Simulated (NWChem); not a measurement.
System: C$_{3}$H$_{4}$F$_{2}$; SMILES F[C@H]1[C@H](F)C1

Here is an NWChem input.

```
start job
memory heap 200 mb stack 900 mb global 1100 mb
geometry units angstroms noautosym nocenter noautoz
  F      1.801241    -0.116912    -0.502177
  C      0.610747     0.429623    -0.108116
  C      0.000000     0.000000     1.204668
  C     -0.610747    -0.429623    -0.108116
  F     -1.801241     0.116912    -0.502177
  H      0.495039     1.484682    -0.414390
  H      0.518725    -0.775123     1.790009
  H     -0.518725     0.775123     1.790009
  H     -0.495039    -1.484682    -0.414390
end
basis spherical
  * library def2-svp
end
dft
  xc xpbe96 cpbe96
  iterations 150
end
cosmo
  do_cosmo_smd true
  solvent ether
end
task dft energy
```

NWChem printed, in part:

```
             Northwest Computational Chemistry Package (NWChem) 7.3.0
             --------------------------------------------------------

                             Geometry "geometry" -> ""
                             -------------------------

 Output coordinates in angstroms (scale by  1.889725989 to convert to a.u.)

  No.       Tag          Charge          X              Y              Z
 ---- ---------------- ---------- -------------- -------------- --------------
    1 F                    9.0000     1.80124100    -0.11691200    -0.50217700
    2 C                    6.0000     0.61074700     0.42962300    -0.10811600
    3 C                    6.0000     0.00000000     0.00000000     1.20466800
    4 C                    6.0000    -0.61074700    -0.42962300    -0.10811600
    5 F                    9.0000    -1.80124100     0.11691200    -0.50217700
    6 H                    1.0000     0.49503900     1.48468200    -0.41439000
    7 H                    1.0000     0.51872500    -0.77512300     1.79000900
    8 H                    1.0000    -0.51872500     0.77512300     1.79000900
    9 H                    1.0000    -0.49503900    -1.48468200    -0.41439000

 Effective nuclear repulsion energy (a.u.)     176.3878226636

  pbe96 is a nonlocal functional; adding pw91lda local functional.

                                 NWChem DFT Module
                                 -----------------

 Summary of "ao basis" -> "ao basis" (spherical)
 ------------------------------------------------------------------------------
       Tag                 Description            Shells   Functions and Types
 ---------------- ------------------------------  ------  ---------------------
 F                          def2-svp                 6       14   3s2p1d
 C                          def2-svp                 6       14   3s2p1d
 H                          def2-svp                 3        5   2s1p

 in cosmo_initialize ...
 calling solv_data for solv:ether

 solvent parameters
 solvname_short: ether
 solvname_long:  diethyl ether
 dielec:        4.2400
 dielecinf:     1.8295
 nonaqueous SMD model solvent descriptors
 dielec:        4.2400
 sola:          0.0000
 solb:          0.4100
 solc:          0.0000
 solg:         23.9600
 solh:          0.0000
 soln:          1.3526

          ---------------
          -cosmo- solvent
          ---------------
 Cosmo: York-Karplus, doi: 10.1021/jp992097l
 dielectric constant -eps-     =   4.24
 screen = (eps-1)/(eps    )    =   0.76415
 surface charge correction     = lagrangian

   van der Waals surface
 --------------------------

 ---------- ATOMIC COORDINATES (A.U.) ------------ VDWR(ANG.) --
     1    3.40385193   -0.22093164   -0.94897693     1.730
     2    1.15414448    0.81186975   -0.20430961     1.850
     3    0.00000000    0.00000000    2.27649243     1.850
     4   -1.15414448   -0.81186975   -0.20430961     1.850
     5   -3.40385193    0.22093164   -0.94897693     1.730
     6    0.93548806    2.80564216   -0.78308355     1.200
     7    0.98024811   -1.46477008    3.38262653     1.200
     8   -0.98024811    1.46477008    3.38262653     1.200
     9   -0.93548806   -2.80564216   -0.78308355     1.200
 number of segments per atom =        128
 number of   points per atom =        128
 atom (   nspa,  nppa )
 ----------------------
    1 (     88,     0 )       0
    2 (     32,     0 )       0
    3 (     58,     0 )       0
    4 (     32,     0 )       0
    5 (     88,     0 )       0
    6 (     54,     0 )       0
    7 (     56,     0 )       0
    8 (     56,     0 )       0
    9 (     54,     0 )       0
 number of -cosmo- surface points =      518
 molecular surface =    103.872 angstrom**2
 molecular volume  =     79.189 angstrom**3
 -lineq- algorithm             =   0
 -bem- low  level              =   3
 -bem- from -octahedral-
 gaussian surface charge width =   4.50000
 degree of switching           =   1.00000
 switching function tolerance  =   0.00010
 atomic radii =
 --------------
    1  9.000  1.730
    2  6.000  1.850
    3  6.000  1.850
    4  6.000  1.850
    5  9.000  1.730
    6  1.000  1.200
    7  1.000  1.200
    8  1.000  1.200
    9  1.000  1.200
 ...... end of -cosmo- initialization ......

[...]

                                COSMO-SMD solvation results
                                ---------------------------

             internal energy in gas <Psi(g)|H|Psi(g)> =      -315.777462017340
         internal energy in solvent <Psi(s)|H|Psi(s)> =      -315.777073424539
                               delta internal energy  =         0.000388592801 (    0.24 kcal/mol)
   total free energy in solvent <Psi(s)|H+V/2|Psi(s)> =      -315.782148141770
 polarization energy contribution <Psi(s)|V/2|Psi(s)> =        -0.005074717231 (   -3.18 kcal/mol)
    total free energy in solvent including G(SMD-CDS) =      -315.783658468445
                       G(SMD-CDS) energy contribution =        -0.001510326675 (   -0.95 kcal/mol)
     1 M fixed-concentration free energy of solvation =        -0.006196451105 (   -3.89 kcal/mol)

                       DFT Final Molecular Orbital Analysis
                       ------------------------------------

 Vector   18  Occ=2.000000D+00  E=-3.209639D-01
              MO Center=  7.0D-09,  5.8D-09, -3.7D-01, r^2= 3.4D+00
   Bfn.  Coefficient  Atom+Function         Bfn.  Coefficient  Atom+Function
  ----- ------------  ---------------      ----- ------------  ---------------
     5      0.326817  1 F  py                61     -0.326817  5 F  py
     6     -0.255482  1 F  pz                62     -0.255482  5 F  pz
    31     -0.239961  3 C  s                  8     -0.218613  1 F  py
    64      0.218613  5 F  py                71      0.179728  6 H  s
    86      0.179728  9 H  s                  9      0.172632  1 F  pz

 Vector   19  Occ=2.000000D+00  E=-2.544662D-01
              MO Center=  9.8D-09,  1.3D-09,  2.9D-01, r^2= 2.6D+00
   Bfn.  Coefficient  Atom+Function         Bfn.  Coefficient  Atom+Function
  ----- ------------  ---------------      ----- ------------  ---------------
    32      0.330500  3 C  px                 6      0.261978  1 F  pz
    62     -0.261978  5 F  pz                20      0.232193  2 C  pz
    48     -0.232193  4 C  pz                33      0.230720  3 C  py
     9     -0.192634  1 F  pz                65      0.192634  5 F  pz
    35      0.171854  3 C  px                36      0.168815  3 C  py

 Vector   20  Occ=2.000000D+00  E=-2.361883D-01
              MO Center=  2.6D-09,  1.5D-09, -1.0D-01, r^2= 2.5D+00
   Bfn.  Coefficient  Atom+Function         Bfn.  Coefficient  Atom+Function
  ----- ------------  ---------------      ----- ------------  ---------------
    31      0.287346  3 C  s                 20      0.244374  2 C  pz
    48      0.244374  4 C  pz                 6      0.207958  1 F  pz
    62      0.207958  5 F  pz                34     -0.205968  3 C  pz
    37     -0.199515  3 C  pz                18      0.193997  2 C  px
    46     -0.193997  4 C  px                19      0.180622  2 C  py

 Vector   21  Occ=0.000000D+00  E= 2.341991D-02
              MO Center=  3.5D-09,  2.8D-09,  2.9D-01, r^2= 4.2D+00
   Bfn.  Coefficient  Atom+Function         Bfn.  Coefficient  Atom+Function
  ----- ------------  ---------------      ----- ------------  ---------------
    72      0.647990  6 H  s                 87     -0.647990  9 H  s
    77     -0.603848  7 H  s                 82      0.603848  8 H  s
    17     -0.529469  2 C  s                 45      0.529469  4 C  s
    21      0.436974  2 C  px                49      0.436974  4 C  px
     3     -0.266846  1 F  s                 36     -0.266221  3 C  py

 Vector   22  Occ=0.000000D+00  E= 6.701043D-02
              MO Center= -1.4D-08, -9.1D-08,  1.1D+00, r^2= 5.4D+00
   Bfn.  Coefficient  Atom+Function         Bfn.  Coefficient  Atom+Function
  ----- ------------  ---------------      ----- ------------  ---------------
    31      1.827796  3 C  s                 77     -1.158502  7 H  s
    82     -1.158502  8 H  s                 72     -0.769268  6 H  s
    87     -0.769269  9 H  s                 17      0.469460  2 C  s
    45      0.469460  4 C  s                 37      0.435244  3 C  pz
    22      0.329346  2 C  py                50     -0.329346  4 C  py

 Vector   23  Occ=0.000000D+00  E= 9.035421D-02
              MO Center= -3.1D-08, -1.0D-07,  1.6D-01, r^2= 4.2D+00
   Bfn.  Coefficient  Atom+Function         Bfn.  Coefficient  Atom+Function
  ----- ------------  ---------------      ----- ------------  ---------------
    17      1.265194  2 C  s                 45     -1.265194  4 C  s
    72     -0.932393  6 H  s                 87      0.932393  9 H  s
    35     -0.676541  3 C  px                36     -0.323481  3 C  py
     3     -0.278451  1 F  s                 59      0.278451  5 F  s
    32     -0.261154  3 C  px                16      0.256101  2 C  s

     Multipole analysis of the density
     ---------------------------------

     L   x y z        total         alpha         beta         nuclear
     -   - - -        -----         -----         ----         -------
     0   0 0 0      0.000000    -20.000000    -20.000000     40.000000

     1   1 0 0     -0.000000     -0.000000     -0.000000     -0.000000
     1   0 1 0      0.000000      0.000000      0.000000     -0.000000
     1   0 0 1      0.451994      0.563627      0.563627     -0.675260

     2   2 0 0    -25.207705   -126.708045   -126.708045    228.208386
     2   1 1 0      0.345490      0.130016      0.130016      0.085458
     2   1 0 1     -0.000000     -0.000000     -0.000000     -0.000000
     2   0 2 0    -18.671598    -23.747070    -23.747070     28.822543
     2   0 1 1     -0.000000     -0.000000     -0.000000      0.000000
     2   0 0 2    -20.234798    -46.075504    -46.075504     71.916210
```

Level: PBE/def2-SVP, SMD on the gas-phase geometry. The geometry was optimised at PBE-D3(BJ)/def2-SVP. Solvent: diethyl ether.
